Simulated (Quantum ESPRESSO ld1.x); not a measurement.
ld1.x (Quantum ESPRESSO 7.5) input

```
 &input
    zed=82.0,
    iswitch=1,
    rel=2,
    dft='PBE',
    config='[Kr] 4d10',
    rel_dist='energy',
    lsmall=.true.,
    prefix='ld1',
    max_out_wfc=37,
    file_charge='ld1.rho',
 /
```

It prints (banner and zero overlaps left out):

```
     Program LD1 v.7.5 starts

     --------------------------- All-electron run ----------------------------

     dirac relativistic calculation

     atomic number is 82.00
     dft =PBE   lsd =0 sic =0 latt =0  beta=0.20 tr2=1.0E-14
     Exchange-correlation= PBE
                           (   1   4   3   4   0   0   0)
     mesh =2127 r(mesh) =  99.61181 a.u. xmin = -8.00 dx = 0.00800
     1 Ry =  13.60569312 eV, c = 137.03599908

     n l j   nl                  e(Ry)          e(Ha)          e(eV)
     Spin orbit split results
     1 0 0.5 1S 1( 2.00)     -6572.9444     -3286.4722    -89429.4646
     2 0 0.5 2S 1( 2.00)     -1262.5634      -631.2817    -17178.0501
     2 1 0.5 2P 1( 2.00)     -1216.3776      -608.1888    -16549.6606
     2 1 1.5 2P 1( 4.00)     -1055.5384      -527.7692    -14361.3313
     3 0 0.5 3S 1( 2.00)      -384.0358      -192.0179     -5225.0735
     3 1 0.5 3P 1( 2.00)      -363.4641      -181.7320     -4945.1805
     3 1 1.5 3P 1( 4.00)      -327.1351      -163.5675     -4450.8995
     4 0 0.5 4S 1( 2.00)      -159.3449       -79.6724     -2167.9976
     4 1 0.5 4P 1( 2.00)      -150.3744       -75.1872     -2045.9479
     4 1 1.5 4P 1( 4.00)      -139.6994       -69.8497     -1900.7077
     3 2 1.5 3D 1( 4.00)      -293.6464      -146.8232     -3995.2622
     3 2 2.5 3D 1( 6.00)      -285.9281      -142.9640     -3890.2497
     4 2 1.5 4D 1( 4.00)      -125.3005       -62.6502     -1704.7995
     4 2 2.5 4D 1( 6.00)      -123.1096       -61.5548     -1674.9911
     Averaged results
     1 0     1S 1( 2.00)     -6572.9444     -3286.4722    -89429.4646
     2 0     2S 1( 2.00)     -1262.5634      -631.2817    -17178.0501
     2 1     2P 1( 6.00)     -1109.1515      -554.5757    -15090.7744
     3 0     3S 1( 2.00)      -384.0358      -192.0179     -5225.0735
     3 1     3P 1( 6.00)      -339.2447      -169.6224     -4615.6598
     4 0     4S 1( 2.00)      -159.3449       -79.6724     -2167.9976
     4 1     4P 1( 6.00)      -143.2578       -71.6289     -1949.1211
     3 2     3D 1(10.00)      -289.0154      -144.5077     -3932.2547
     4 2     4D 1(10.00)      -123.9859       -61.9930     -1686.9145

     final scf error:  9.2E-15 reached in  30 iterations

     Etot =  -40415.514855 Ry,  -20207.757428 Ha, -549881.092526 eV

     Ekin =   47304.578631 Ry,   23652.289315 Ha,  643611.580166 eV
     Encl =  -97238.545827 Ry,  -48619.272913 Ha,-1322997.814247 eV
     Eh   =   10180.489344 Ry,    5090.244672 Ha,  138512.613859 eV
     Exc  =    -662.037003 Ry,    -331.018502 Ha,   -9007.472304 eV

     normalization and overlap integrals

     s(1S/1S) =  1.000000  <r> =   0.0160  <r2> =    0.0004  r(max) =   0.0098
     s(2S/2S) =  1.000000  <r> =   0.0669  <r2> =    0.0054  r(max) =   0.0571
     s(2P/2P) =  1.000000  <r> =   0.0549  <r2> =    0.0038  r(max) =   0.0425
     s(2P/2P) =  1.000000  <r> =   0.0638  <r2> =    0.0050  r(max) =   0.0499
     s(3S/3S) =  1.000000  <r> =   0.1731  <r2> =    0.0344  r(max) =   0.1616
     s(3P/3P) =  1.000000  <r> =   0.1636  <r2> =    0.0312  r(max) =   0.1504
     s(3P/3P) =  1.000000  <r> =   0.1794  <r2> =    0.0373  r(max) =   0.1655
     s(4S/4S) =  1.000000  <r> =   0.3608  <r2> =    0.1466  r(max) =   0.3511
     s(4P/4P) =  1.000000  <r> =   0.3583  <r2> =    0.1456  r(max) =   0.3455
     s(4P/4P) =  1.000000  <r> =   0.3841  <r2> =    0.1671  r(max) =   0.3743
     s(3D/3D) =  1.000000  <r> =   0.1559  <r2> =    0.0284  r(max) =   0.1292
     s(3D/3D) =  1.000000  <r> =   0.1606  <r2> =    0.0301  r(max) =   0.1334
     s(4D/4D) =  1.000000  <r> =   0.3753  <r2> =    0.1614  r(max) =   0.3596
     s(4D/4D) =  1.000000  <r> =   0.3827  <r2> =    0.1675  r(max) =   0.3654

     ------------------------ End of All-electron run ------------------------
```

Run on one thread of a shared host, so times are rough (Intel(R) Xeon(R) Processor @ 2.60GHz): 0.77 s of CPU time, 0.82 s wall, 30 iterations on 2127 mesh points.
